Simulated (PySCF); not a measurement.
PySCF 2.14 output of an unrestricted M06-L calculation on a single atom or ion in aug-cc-pwCVTZ-PP with ECP10MDF (8s7p6d4f1g, 96 functions), with scalar relativity through the core potential:

```
SCF conv_tol = 1e-09
number electrons alpha = 13  beta = 10
    Y. Zhao and D. G. Truhlar.,  J. Chem. Phys. 125, 194101 (2006)
    Y. Zhao and D. G. Truhlar.,  J. Chem. Phys. 125, 194101 (2006)
    Y. Zhao and D. G. Truhlar.,  Theor. Chem. Acc. 120, 215 (2008)
cycle= 1 E= -332.11966812299  delta_E= -0.0133  |g|= 0.0245  |ddm|= 0.365
cycle= 2 E= -332.119935119797  delta_E= -0.000267  |g|= 0.00705  |ddm|= 0.106
cycle= 3 E= -332.119951110484  delta_E= -1.6e-05  |g|= 0.00744  |ddm|= 0.0259
cycle= 4 E= -332.119958368944  delta_E= -7.26e-06  |g|= 0.000896  |ddm|= 0.00538
cycle= 5 E= -332.119958730908  delta_E= -3.62e-07  |g|= 0.000414  |ddm|= 0.00348
cycle= 6 E= -332.119958782724  delta_E= -5.18e-08  |g|= 1.76e-05  |ddm|= 0.00105
cycle= 7 E= -332.119958782895  delta_E= -1.71e-10  |g|= 2.96e-06  |ddm|= 0.000119
converged SCF energy = -332.119958782895  <S^2> = 3.7615188  2S+1 = 4.0057552
```

The run itself started from symmetry-adapted Hartree-Fock orbitals and held the occupation by maximum overlap, on a logarithmic radial grid, so the iterations belong to that start.

Q: Which element, charge and spin multiplicity is this?

A: As (arsenic, neutral), multiplicity 4; the state was [Ar] 3d10 4s1 4p4, high-spin 4P determinant (an excited configuration).

Energies and moments cover only the electrons outside the core potential.
